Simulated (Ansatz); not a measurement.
Calculated with Ansatz (gas phase, PBE0-D4/def2-TZVP geometries, no zero-point term in ΔE). CBS: MP2 limit from def2 TZ/QZ plus the TZ coupled-cluster correction, frozen cores. This one scheme is used for every species. Functionals use def2-TZVPP. B3LYP here is the variant with VWN-RPA as its local correlation; programs differ in this. HSE06 is defined as in plane-wave codes. One conformer a species, not always the lowest.

Consider the formal hydrolysis of a C–B bond: `BC#CC` + H₂O → `CC#CO` + BH₃.

```tsv
level	ΔE (kJ/mol)	difference from CCSD(T)/CBS
B3LYP-D4	169.0	-7.6
r2SCAN0-D4	171.1	-5.5
revPBE	168.5	-8.1
BLYP	169.4	-7.2
HSE06	166.7	-9.9
LC-ωPBE	155.5	-21.1
CCSD/def2-SVP	146.6	-30.0
HF/def2-QZVPP	157.2	-19.4
MP2/CBS(def2)	182.4	5.8
CCSD/CBS(def2)	174.0	-2.6
CCSD(T)/CBS	176.6	0
```

Largest T1 diagnostic among the species: 0.013.

In def2-TZVPP, CCSD(T) changes the Hartree–Fock value by +14.2 kJ/mol (the triples alone add +2.6 kJ/mol) and MP2 by +20.0 kJ/mol. Leaving LDA and LC-ωPBE aside and taking each functional with its dispersion term where it has one, the values, not all of them listed here, spread over 20.0 kJ/mol, from ωB97X-V to B97M-V. LDA lies −3.0 kJ/mol from PBE without D4. From BLYP to BHLYP (50 % exact exchange), in def2-TZVPP and without D4, ΔE moves by −4.9 kJ/mol.
